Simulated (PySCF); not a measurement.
C2H, SMILES [C-]#C, charge -1. Atoms are numbered in the order given.

```xyz
3

C      0.0000     0.0000     0.7560
C      0.0000     0.0000    -0.4938
H      0.0000     0.0000    -1.5731
```
Charge -1, spin multiplicity 1.

The structure is a stationary point at PBE-D3(BJ)/def2-TZVPD.

These are PySCF with KT2/pcSseg-2 values and carry that method's errors.

GIAO shieldings, no solvent; atoms alike by connectivity are averaged. δ = σ(ref) − σ: ¹³C against TMS (σ = 184.2 ppm); ¹H against TMS (σ = 31.47 ppm), references at their B3LYP-D3(BJ)/def2-TZVP geometries, non-relativistic.

Computed chemical shifts:
| nucleus | atoms | count | δ (ppm) |
|---|---|---|---|
| ¹³C | C1 | 1 | 158.1 |
| ¹³C | C2 | 1 | 65.1 |
| ¹H | H3 | 1 | 1.93 |
